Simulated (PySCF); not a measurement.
PySCF job for Mo(F)2(OH)4 (F2H4MoO4), SMILES [Mo]([F])([OH])([OH])([F])([OH])[OH], multiplicity 1, TDA-PBE/def2-SVPD. Geometry optimised at r2SCAN-D4/def2-SVP. The multiplicity is an assumed one; other spin states were not compared. The def2 effective core potentials stand for the cores of Mo; spin–orbit coupling is left out. One conformer was computed; it need not be the lowest.

```python
import numpy as np
from pyscf import gto, scf, dft, tdscf

mol = gto.M(
    atom='''
    Mo   -0.00000000    0.00000000    0.07080627
    F     0.32934034   -1.23910343   -1.31089079
    F    -0.32934034    1.23910327   -1.31089094
    O     1.73923192    0.76572277   -0.09166500
    H     1.84791227    1.38511712   -0.83138127
    O    -1.73923192   -0.76572278   -0.09166490
    H    -1.84791227   -1.38511722   -0.83138110
    O     0.83461866   -1.09157887    1.31360288
    H     1.78788795   -1.25988489    1.36696446
    O    -0.83461866    1.09157903    1.31360275
    H    -1.78788794    1.25988506    1.36696431
    ''',
    basis='def2-SVPD',
    ecp={'Mo': 'def2-svp'},
    charge=0,
    spin=0,
    symmetry=True,
    max_memory=1600,
    verbose=4,
)
mf = dft.RKS(mol, xc='pbe').density_fit(auxbasis='def2-universal-jkfit')
mf.grids.level = 3
mf.conv_tol = 1e-9
mf.max_cycle = 100
mf.kernel()
mf.grids = dft.Grids(mol).set(level=1).build(with_non0tab=True)  # coarser grid for the response kernel
td = tdscf.TDA(mf)
td.singlet = True
td.nstates = 6
td.conv_tol = 1e-4
td.positive_eig_threshold = 1e-6
td.kernel(x0=td.get_init_guess(mf, 11))
td.analyze()
tt = tdscf.TDA(mf)
tt.singlet = False
tt.nstates = 2
tt.conv_tol = 1e-4
tt.positive_eig_threshold = 1e-6
tt.kernel(x0=tt.get_init_guess(mf, 7))
tt.analyze(verbose=3)
```

Output:

```
PySCF version 2.14.0

[INPUT] verbose = 4
[INPUT] num. atoms = 11
[INPUT] num. electrons = 68
[INPUT] charge = 0
[INPUT] spin (= nelec alpha-beta = 2S) = 0
[INPUT] symmetry True subgroup None
[INPUT] Mole.unit = angstrom
[INPUT] Symbol           X                Y                Z      unit          X                Y                Z       unit  Magmom
[INPUT]  1 Mo     0.000000000000   0.000000000000   0.070806270000 AA    0.000000000000   0.000000000000   0.133804458202 Bohr   0.0
[INPUT]  2 F      0.329340340000  -1.239103430000  -1.310890790000 AA    0.622363044371  -2.341566122709  -2.477224572315 Bohr   0.0
[INPUT]  3 F     -0.329340340000   1.239103270000  -1.310890940000 AA   -0.622363044371   2.341565820353  -2.477224855774 Bohr   0.0
[INPUT]  4 O      1.739231920000   0.765722770000  -0.091665000000 AA    3.286671995901   1.447006322643  -0.173221745208 Bohr   0.0
[INPUT]  5 H      1.847912270000   1.385117120000  -0.831381270000 AA    3.492048092523   2.617492007246  -1.571082905393 Bohr   0.0
[INPUT]  6 O     -1.739231920000  -0.765722780000  -0.091664900000 AA   -3.286671995901  -1.447006341541  -0.173221556236 Bohr   0.0
[INPUT]  7 H     -1.847912270000  -1.385117220000  -0.831381100000 AA   -3.492048092523  -2.617492196219  -1.571082584140 Bohr   0.0
[INPUT]  8 O      0.834618660000  -1.091578870000   1.313602880000 AA    1.577200685851  -2.062785107662   2.482349679640 Bohr   0.0
[INPUT]  9 H      1.787887950000  -1.259884890000   1.366964460000 AA    3.378618566910  -2.380837390578   2.583188451414 Bohr   0.0
[INPUT] 10 O     -0.834618660000   1.091579030000   1.313602750000 AA   -1.577200685851   2.062785410018   2.482349433976 Bohr   0.0
[INPUT] 11 H     -1.787887940000   1.259885060000   1.366964310000 AA   -3.378618548013   2.380837711831   2.583188167955 Bohr   0.0

nuclear repulsion = 450.64353603932
point group symmetry = C2
symmetry origin: [ 1.96846470e-10 -3.34638997e-09  1.96846493e-10]
symmetry axis x: [ 1.00000000e+00  6.98965075e-09 -1.03663093e-08]
symmetry axis y: [-6.98965128e-09  1.00000000e+00 -5.14835423e-08]
symmetry axis z: [1.03663090e-08 5.14835425e-08 1.00000000e+00]
num. orbitals of irrep A = 103
num. orbitals of irrep B = 101
number of shells = 82
number of NR pGTOs = 298
number of NR cGTOs = 204
basis = def2-SVPD
ecp = {'Mo': 'def2-svp'}


[settings echo left out]
init E= -563.094983396029
HOMO (B) = -0.609858238661302  LUMO (A) = -0.389054776946926  gap/eV = 6.00837
cycle= 1 E= -569.823741138893  delta_E= -6.73  |g|= 1.99  |ddm|= 5.04
HOMO (A) = -0.111699491134747  LUMO (B) = -0.106979793304457  gap/eV = 0.12843
cycle= 2 E= -559.599622132327  delta_E= 10.2  |g|=  6.3  |ddm|= 8.82
HOMO (B) = -0.178352519921623  LUMO (A) = -0.027919693135911  gap/eV = 4.09349
cycle= 3 E= -570.081044704995  delta_E= -10.5  |g|= 1.49  |ddm|= 8.69
HOMO (B) = -0.28815851737228  LUMO (A) = -0.183344580839321  gap/eV = 2.85213
cycle= 4 E= -570.502536070112  delta_E= -0.421  |g|= 0.669  |ddm|= 2.26
HOMO (B) = -0.304702070736667  LUMO (A) = -0.187670871575079  gap/eV = 3.18458
cycle= 5 E= -570.528722478087  delta_E= -0.0262  |g|= 0.548  |ddm|= 0.811
HOMO (B) = -0.285399166395987  LUMO (A) = -0.160246762474402  gap/eV = 3.40557
cycle= 6 E= -570.590298726765  delta_E= -0.0616  |g|= 0.0789  |ddm|= 0.52
HOMO (B) = -0.290085249975335  LUMO (A) = -0.159245864160256  gap/eV = 3.56032
cycle= 7 E= -570.58967745324  delta_E= 0.000621  |g|= 0.0982  |ddm|= 0.127
HOMO (B) = -0.289230749085802  LUMO (A) = -0.159875902625269  gap/eV = 3.51992
cycle= 8 E= -570.591610649971  delta_E= -0.00193  |g|= 0.0157  |ddm|= 0.0832
HOMO (B) = -0.289262680923616  LUMO (A) = -0.159500622530708  gap/eV = 3.53101
cycle= 9 E= -570.591656325415  delta_E= -4.57e-05  |g|= 0.00347  |ddm|= 0.0159
HOMO (B) = -0.289156908689074  LUMO (A) = -0.159323139796527  gap/eV = 3.53296
cycle= 10 E= -570.591658737812  delta_E= -2.41e-06  |g|= 0.00057  |ddm|= 0.0035
HOMO (B) = -0.289169684634903  LUMO (A) = -0.159322016400368  gap/eV = 3.53334
cycle= 11 E= -570.591658796948  delta_E= -5.91e-08  |g|= 0.00015  |ddm|= 0.000928
HOMO (B) = -0.289168396169134  LUMO (A) = -0.159328045337172  gap/eV = 3.53314
cycle= 12 E= -570.591658802198  delta_E= -5.25e-09  |g|= 2.31e-05  |ddm|= 0.00017
HOMO (B) = -0.289168714574751  LUMO (A) = -0.159328369271725  gap/eV = 3.53314
cycle= 13 E= -570.591658802325  delta_E= -1.27e-10  |g|= 6.41e-06  |ddm|= 2.73e-05
HOMO (B) = -0.289169529355831  LUMO (A) = -0.159330037010801  gap/eV = 3.53311
Extra cycle  E= -570.591658802283  delta_E= 4.16e-11  |g|= 1.49e-05  |ddm|= 2.19e-05
converged SCF energy = -570.591658802283
tot grids = 49384
Overwritten attributes  positive_eig_threshold  of <class 'pyscf.tdscf.rks.TDA'>


******** <class 'pyscf.tdscf.rks.TDA'> for <class 'pyscf.df.df_jk.DFSymAdaptedRKS'> ********
nstates = 6 singlet
deg_eia_thresh = 1.000e-03
wfnsym = None
conv_tol = 0.0001
eigh lindep = 1e-12
eigh level_shift = 0
eigh max_cycle = 100


Excitation energies (eV)
[3.57875853 3.63319023 3.69440994 3.73902187 3.81079332 3.8126121 ]

** Singlet excitation energies and oscillator strengths **
Excited State   1:    B      3.57876 eV    346.44 nm  f=0.0000
      34 -> 35        0.44613
      34 -> 37        0.53994
Excited State   2:    B      3.63319 eV    341.25 nm  f=0.0010
      32 -> 35       -0.15385
      33 -> 36       -0.35744
      34 -> 35       -0.43299
      34 -> 37        0.38881
Excited State   3:    A      3.69441 eV    335.60 nm  f=0.0002
      33 -> 35       -0.49814
      33 -> 37       -0.18384
      34 -> 36       -0.46237
Excited State   4:    A      3.73902 eV    331.60 nm  f=0.0023
      33 -> 37       -0.60873
      34 -> 36        0.33718
Excited State   5:    A      3.81079 eV    325.35 nm  f=0.0003
      32 -> 36        0.62057
      33 -> 35        0.17821
      33 -> 37       -0.20580
      34 -> 36       -0.18680
Excited State   6:    B      3.81261 eV    325.19 nm  f=0.0024
      32 -> 35       -0.33468
      33 -> 36       -0.48359
      34 -> 35        0.29061
      34 -> 37       -0.22990

** Transition electric dipole moments (AU) **
state          X           Y           Z        Dip. S.      Osc.
  1        -0.0087     -0.0206      0.0000      0.0005      0.0000
  2         0.0737     -0.0741     -0.0000      0.0109      0.0010
  3        -0.0000     -0.0000      0.0494      0.0024      0.0002
  4        -0.0000     -0.0000     -0.1594      0.0254      0.0023
  5         0.0000      0.0000      0.0537      0.0029      0.0003
  6        -0.1474      0.0635      0.0000      0.0258      0.0024

WARN: ECP detected. Skipping calculation of transition velocity and magnetic dipole moments, which have not yet been implemented.



******** <class 'pyscf.tdscf.rks.TDA'> for <class 'pyscf.df.df_jk.DFSymAdaptedRKS'> ********
nstates = 2 triplet
deg_eia_thresh = 1.000e-03
wfnsym = None
conv_tol = 0.0001
eigh lindep = 1e-12
eigh level_shift = 0
eigh max_cycle = 100


Excitation energies (eV)
[3.27411054 3.32842998]

** Triplet excitation energies and oscillator strengths **
Excited State   1:    A      3.27411 eV    378.68 nm  f=0.0000
Excited State   2:    B      3.32843 eV    372.50 nm  f=0.0000
```

The calculation finished and met its thresholds.

Cost: very roughly 110 core-seconds.
